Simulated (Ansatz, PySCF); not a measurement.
Positional isomers: benzothiophene boryl+boryl. All species are isolated molecules in the gas phase. One relaxed conformer stands for each flexible species; it need not be the lowest. Strings in code marks are SMILES.

Quantity: electronic energy of isomers of C8H8B2S relative to `Bc1cc2cccc(B)c2s1`, in kJ/mol. The restricted reference of `Bc1cc(B)c2ccsc2c1`, `Bc1cc(B)c2sccc2c1`, `Bc1cc2cccc(B)c2s1`, `Bc1ccc(B)c2sccc12`, `Bc1ccc2c(B)csc2c1`, `Bc1ccc2cc(B)sc2c1`, `Bc1ccc2sc(B)cc2c1`, `Bc1ccc2scc(B)c2c1` and `Bc1csc2c(B)cccc12` is unstable towards unrestricted orbitals.

Level 1: frozen-core CCSD(T)/cc-pVDZ // PBE0-D4/def2-SVP (Ansatz, a first-principles code)
Level 2: PBE-D3(BJ)/def2-TZVP // PBE0-D4/def2-SVP (PySCF)
Level 3: B3LYP/LANL2DZ // PBE0-D4/def2-SVP (PySCF)
Level 4: HF/6-31G* // PBE0-D4/def2-SVP (PySCF)

```json
[
 {"species": "`Bc1ccc2c(B)csc2c1`", "level 1": "4.30", "level 2": "6.01", "level 3": "4.31", "level 4": "2.75"},
 {"species": "`Bc1cc(B)c2ccsc2c1`", "level 1": "16.75", "level 2": "19.52", "level 3": "16.00", "level 4": "12.67"},
 {"species": "`Bc1cc(B)c2sccc2c1`", "level 1": "15.56", "level 2": "20.10", "level 3": "18.18", "level 4": "11.92"},
 {"species": "`Bc1csc2c(B)cccc12`", "level 1": "3.02", "level 2": "4.60", "level 3": "5.78", "level 4": "5.71"},
 {"species": "`Bc1ccc2sc(B)cc2c1`", "level 1": "0.10", "level 2": "0.25", "level 3": "-2.54", "level 4": "-3.89"},
 {"species": "`Bc1ccc(B)c2sccc12`", "level 1": "23.29", "level 2": "27.32", "level 3": "26.31", "level 4": "25.44"},
 {"species": "`Bc1ccc2cc(B)sc2c1`", "level 1": "2.47", "level 2": "2.64", "level 3": "0.23", "level 4": "1.24"},
 {"species": "`Bc1ccc2scc(B)c2c1`", "level 1": "5.25", "level 2": "8.25", "level 3": "5.26", "level 4": "3.93"}
]
```
